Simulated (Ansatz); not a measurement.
```yaml
crystal:
  periodic: [false, false, false]
  atoms:
    - {symbol: B, position_ang: [-0.758723, 1.512994, 1.333183]}
    - {symbol: C, position_ang: [-0.198060, 0.197652, 0.811143]}
    - {symbol: C, position_ang: [0.097530, -0.043155, -0.475470]}
    - {symbol: C, position_ang: [0.641586, -1.280326, -1.076748]}
    - {symbol: F, position_ang: [-0.092092, 0.896839, -1.401598]}
    - {symbol: H, position_ang: [-0.995157, 1.638852, 2.499679]}
    - {symbol: H, position_ang: [-0.967864, 2.427333, 0.593294]}
    - {symbol: H, position_ang: [-0.002498, -0.640018, 1.474247]}
    - {symbol: H, position_ang: [1.587930, -1.063522, -1.580413]}
    - {symbol: H, position_ang: [-0.048180, -1.658171, -1.836912]}
    - {symbol: H, position_ang: [0.800729, -2.045480, -0.319906]}
basis:
  gaussian: {orbitals: def2-TZVP, point_charges: [{charge: 2.00, position_ang: [6.187, -0.007, -0.157]}]}
hamiltonian: {xc: {name: BLYP}}
accuracy: high
charge: 1
```

```sh
$ ansatz run in.yaml --threads 4 --pin off --events-out ev --progress --plain --max-ram 10444MiB
```

(1) How does Ansatz answer? (An estimate is asked.)

Answers

(1) Computed: The program refused the input.
```
Error: YAML parse error: error: line 19 column 1: unknown field `charge`, expected one of crystal, accuracy, basis, kpoints, hamiltonian, magnetization, projection, total_charge, correlation, batch, efield, external_charges, scf, relax, neb, saddle, md, ramp, phonons, dielectric, real_time, elastic, magnetic_configurations, gw, evaluate, workflow, output, checkpoint, execution
17 | hamiltonian: {xc: {name: BLYP}}
18 | accuracy: high
19 | charge: 1
```
